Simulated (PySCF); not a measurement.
C$_{3}$H$_{9}$Ge, doublet, geometry from GFN2-xTB. Base run: DF-PBE/pcseg-1 (PySCF).

Here is a job for PySCF.
```python
from pyscf import gto, scf, dft

mol = gto.Mole()
mol.atom = '''
    C     2.34158793    1.08833734   -0.23254345
    C     1.81308624   -0.21245295    0.23514570
    C     0.57128543   -0.28375438    0.99009097
    Ge   -1.07453076   -0.17696050   -0.19641555
    H     3.39174683    1.01031274   -0.50702840
    H     2.22969830    1.85358314    0.53682327
    H     1.79497394    1.44449263   -1.11790682
    H     2.22200223   -1.11630520   -0.18495243
    H     0.48513465   -1.22031642    1.54291825
    H     0.47778719    0.54938448    1.69008991
    H    -1.12861210   -1.30931318   -1.17636722
    H    -1.06910268    1.07790469   -1.01600632
    H    -2.37440174   -0.17978707    0.56156785
'''
mol.basis = 'pcseg-1'
mol.spin = 1
mol.verbose = 4
mol.build()

mf = dft.UKS(mol)
mf.xc = 'pbe'
mf = mf.density_fit(auxbasis='def2-universal-jkfit')
mf.kernel()
mf.analyze()
```

Each row names what was changed in the base input (with any setting that the change needs).

```csv
change,basis functions,E (Eh),HOMO (eV),dipole (D)
base,114,-2195.92378,-3.90,0.53
basis = jorge-DZP-DKH; relativity = none (without mf = mf.density_fit(auxbasis='def2-universal-jkfit')),133,-2191.05821,-3.81,0.54
basis = jorge-DZP-DKH; relativity = spin-free X2C (without mf = mf.density_fit(auxbasis='def2-universal-jkfit')),133,-2217.93897,-3.82,0.57
basis = ANO-RCC-VDZP; relativity = none (without mf = mf.density_fit(auxbasis='def2-universal-jkfit')),114,-2183.04409,-3.79,0.75
basis = jorge-DZP-DKH; relativity = spin-free X2C; nucleus = Gaussian (with mol.nucmod = 'G'; without mf = mf.density_fit(auxbasis='def2-universal-jkfit')),133,-2217.92707,-3.82,0.57
basis = x2c-SVPall; relativity = none (without mf = mf.density_fit(auxbasis='def2-universal-jkfit')),119,-2187.36232,-3.79,0.55
basis = ANO-RCC-VDZP; relativity = spin-free X2C (without mf = mf.density_fit(auxbasis='def2-universal-jkfit')),114,-2218.08745,-3.80,0.78
basis = x2c-SVPall; relativity = spin-free X2C; nucleus = Gaussian (with mol.nucmod = 'G'; without mf = mf.density_fit(auxbasis='def2-universal-jkfit')),119,-2217.58376,-3.81,0.60
basis = ANO-RCC-VDZP; relativity = spin-free X2C; nucleus = Gaussian (with mol.nucmod = 'G'; without mf = mf.density_fit(auxbasis='def2-universal-jkfit')),114,-2218.07410,-3.80,0.78
basis = x2c-SVPall; relativity = spin-free X2C (without mf = mf.density_fit(auxbasis='def2-universal-jkfit')),119,-2217.59410,-3.81,0.60
```

Absolute energies of different levels of theory aren't comparable as measures of quality.

Open shells are given as the SCF converged; they aren't shown to be the lowest states, and a large step between rows can be another state.

Basis sets contracted for a relativistic Hamiltonian are a mismatch without it, so the rows without relativity aren't non-relativistic limits. No row has spin-orbit coupling; sets with core potentials leave out the core electrons.
